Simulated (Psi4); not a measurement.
C4H9 (SMILES [CH2-]CCC), charge -1, singlet, at a GFN2-xTB geometry (a gas-phase anion, which may not be bound at this level); B3LYP5/6-31G* (Psi4 1.11).

Psi4 was given this input:
```
memory 2 GB

molecule {
-1 1
  C     0.82950969    1.91579604   -0.01573161
  C     0.74241032    0.40118335   -0.00743166
  C    -0.67838814   -0.24985231    0.00619992
  C    -0.65989620   -1.77811566    0.01380079
  H    -1.67038254   -2.20060116    0.02329053
  H     0.23184841    2.28121879    0.87586962
  H     0.21891296    2.27221900   -0.90219641
  H    -0.13048174   -2.14530323    0.89393110
  H    -0.14331564   -2.15423237   -0.87017686
  H     1.26261169   -0.00150293   -0.89454849
  H     1.27549284    0.00745908    0.87605360
  H    -1.22967161    0.09886933   -0.87431902
  H    -1.21682837    0.10780496    0.89107124
}

set basis 6-31g*

energy('b3lyp5')
print_variables()
```

What the program printed (banner, timings and long lists left out):

```
   => Loading Basis Set <=

    Name: 6-31G*
    Role: ORBITAL
    Keyword: BASIS

         ---------------------------------------------------------
                                   SCF
               by Justin Turney, Rob Parrish, Andy Simmonett
                          and Daniel G. A. Smith
                              RKS Reference
         ---------------------------------------------------------

  ==> Geometry <==

    Molecular point group: c1
    Full point group: C1

    Geometry (in Angstrom), charge = -1, multiplicity = 1:

       Center              X                  Y                   Z               Mass
    ------------   -----------------  -----------------  -----------------  -----------------
         C            0.805139014765     1.885649088070    -0.015401720613    12.000000000000
         C            0.718039644765     0.371036398070    -0.007101770613    12.000000000000
         C           -0.702758815235    -0.279999261930     0.006529809387    12.000000000000
         C           -0.684266875235    -1.808262611930     0.014130679387    12.000000000000
         H           -1.694753215235    -2.230748111930     0.023620419387     1.007825032230
         H            0.207477734765     2.251071838070     0.876199509387     1.007825032230
         H            0.194542284765     2.242072048070    -0.901866520613     1.007825032230
         H           -0.154852415235    -2.175450181930     0.894260989387     1.007825032230
         H           -0.167686315235    -2.184379321930    -0.869846970613     1.007825032230
         H            1.238241014765    -0.031649881930    -0.894218600613     1.007825032230
         H            1.251122164765    -0.022687871930     0.876383489387     1.007825032230
         H           -1.254042285235     0.068722378070    -0.873989130613     1.007825032230
         H           -1.241199045235     0.077658008070     0.891401129387     1.007825032230

  Running in c1 symmetry.

  Rotational constants: A =      0.80816  B =      0.12409  C =      0.11700 [cm^-1]
  Rotational constants: A =  24228.08176  B =   3720.11619  C =   3507.49820 [MHz]
  Nuclear repulsion =  122.035743163344037

  Charge       = -1
  Multiplicity = 1
  Electrons    = 34
  Nalpha       = 17
  Nbeta        = 17

  ==> Algorithm <==

  SCF Algorithm Type is DF.
  DIIS enabled.
  MOM disabled.
  Fractional occupation disabled.
  Guess Type is SAD.
  Energy threshold   = 1.00e-06
  Density threshold  = 1.00e-06
  Integral threshold = 1.00e-12

  ==> Primary Basis <==

  Basis Set: 6-31G*
    Blend: 6-31G*
    Number of shells: 42
    Number of basis functions: 78
    Number of Cartesian functions: 78
    Spherical Harmonics?: false
    Max angular momentum: 2

  ==> DFT Potential <==

   => LibXC <=

    Version 7.1.2
    S. Lehtola, C. Steigemann, M. J. T. Oliveira, and M. A. L. Marques,  SoftwareX 7, 1–5 (2018) (10.1016/j.softx.2017.11.002)

   => Composite Functional: B3LYP5 <=

    B3LYP5 Hyb-GGA Exchange-Correlation Functional

    P. J. Stephens, F. J. Devlin, C. F. Chabalowski, and M. J. Frisch,  J. Phys. Chem. 98, 11623 (1994) (10.1021/j100096a001)

    Deriv               =              1
    GGA                 =           TRUE
    Meta                =          FALSE

    Exchange Hybrid     =           TRUE
    MP2 Hybrid          =          FALSE

   => Exchange Functionals <=

    0.0800   Slater exchange
    0.7200         Becke 88

   => Exact (HF) Exchange <=

    0.2000               HF

   => Correlation Functionals <=

    0.1900   Vosko, Wilk & Nusair (VWN5)
    0.8100   Lee, Yang & Parr

   => LibXC Density Thresholds  <==

    XC_HYB_GGA_XC_B3LYP5:  1.00E-15

   => Molecular Quadrature <=

    Radial Scheme          =       TREUTLER
    Pruning Scheme         =           NONE
    Nuclear Scheme         =       TREUTLER

    Blocking Scheme        =         OCTREE
    BS radius alpha        =              1
    Pruning alpha          =              1
[...]

    J tasked:                   Yes
    K tasked:                   Yes
    wK tasked:                   No
    Algorithm:                 Core
    Schwarz Cutoff:           1E-12
    Mask sparsity (%):       0.8876
    Fitting Condition:        1E-10

   => Auxiliary Basis Set <=

  Basis Set: (6-31G* AUX)
    Blend: CC-PVDZ-JKFIT
    Number of shells: 177
    Number of basis functions: 549
    Number of Cartesian functions: 549
    Spherical Harmonics?: false
    Max angular momentum: 3

  Minimum eigenvalue in the overlap matrix is 4.8844763843E-03.
  Reciprocal condition number of the overlap matrix is 6.9248777537E-04.
    Using symmetric orthogonalization.

  ==> Pre-Iterations <==

  SCF Guess: Superposition of Atomic Densities via on-the-fly atomic UHF (no occupation information).

   -------------------------
    Irrep   Nso     Nmo
   -------------------------
     A         78      78
   -------------------------
    Total      78      78
   -------------------------

  ==> Iterations <==

                           Total Energy        Delta E     RMS |[F,P]|

   @DF-RKS iter SAD:  -156.85467147958821   -1.56855e+02   0.00000e+00
   @DF-RKS iter   1:  -157.02446580021507   -1.69794e-01   1.31012e-02 ADIIS/DIIS
   @DF-RKS iter   2:  -155.42434975930931    1.60012e+00   1.88949e-02 ADIIS/DIIS
   @DF-RKS iter   3:  -157.49650796068494   -2.07216e+00   5.67653e-03 ADIIS/DIIS
   @DF-RKS iter   4:  -157.61008524451063   -1.13577e-01   1.48685e-03 ADIIS/DIIS
   @DF-RKS iter   5:  -157.61915701493203   -9.07177e-03   6.16226e-04 ADIIS/DIIS
   @DF-RKS iter   6:  -157.62034709447440   -1.19008e-03   2.09976e-04 ADIIS/DIIS
   @DF-RKS iter   7:  -157.62047398660610   -1.26892e-04   3.09556e-05 DIIS
   @DF-RKS iter   8:  -157.62047715009427   -3.16349e-06   8.00919e-06 DIIS
   @DF-RKS iter   9:  -157.62047733218887   -1.82095e-07   3.50480e-06 DIIS
   @DF-RKS iter  10:  -157.62047736940681   -3.72179e-08   6.97030e-07 DIIS
  Energy and wave function converged.

  ==> Post-Iterations <==

   Electrons on quadrature grid:
      Ntotal   =   33.9998444781 ; deviation = -1.555e-04

    Orbital Energies [Eh]
    ---------------------

    Doubly Occupied:

[...]
    Virtual:

[...]
      78A      4.709942

    Final Occupation by Irrep:
              A
    DOCC [    17 ]
    NA   [    17 ]
    NB   [    17 ]

  @DF-RKS Final Energy:  -157.62047736940681

   => Energetics <=

    Nuclear Repulsion Energy =            122.0357431633440370
    One-Electron Energy =                -459.0362858267758384
    Two-Electron Energy =                 199.7242339150185160
    DFT Exchange-Correlation Energy =     -20.3441686209935106
    Empirical Dispersion Energy =           0.0000000000000000
    VV10 Nonlocal Energy =                  0.0000000000000000
    Total Energy =                       -157.6204773694068138

Computation Completed

Properties will be evaluated at   0.000000,   0.000000,   0.000000 [a0]

Properties computed using the SCF density matrix

 Multipole Moments:

 ------------------------------------------------------------------------------------
     Multipole            Electronic (a.u.)      Nuclear  (a.u.)        Total (a.u.)
 ------------------------------------------------------------------------------------

 L = 1.  Multiply by 2.5417464519 to convert [e a0] to [Debye]
 Dipole X            :          0.1512529           -1.5197787           -1.3685258
 Dipole Y            :         -0.7692621           -1.8799929           -2.6492551
 Dipole Z            :          0.0027933            0.0205721            0.0233654
 Magnitude           :                                                    2.9819392

 ------------------------------------------------------------------------------------

  Variable Map:
  ----------------------------------------------------------------------------
[...]
  Array Variable Map:
  ----------------------------------------------------------------------------
[...]
[...]
```
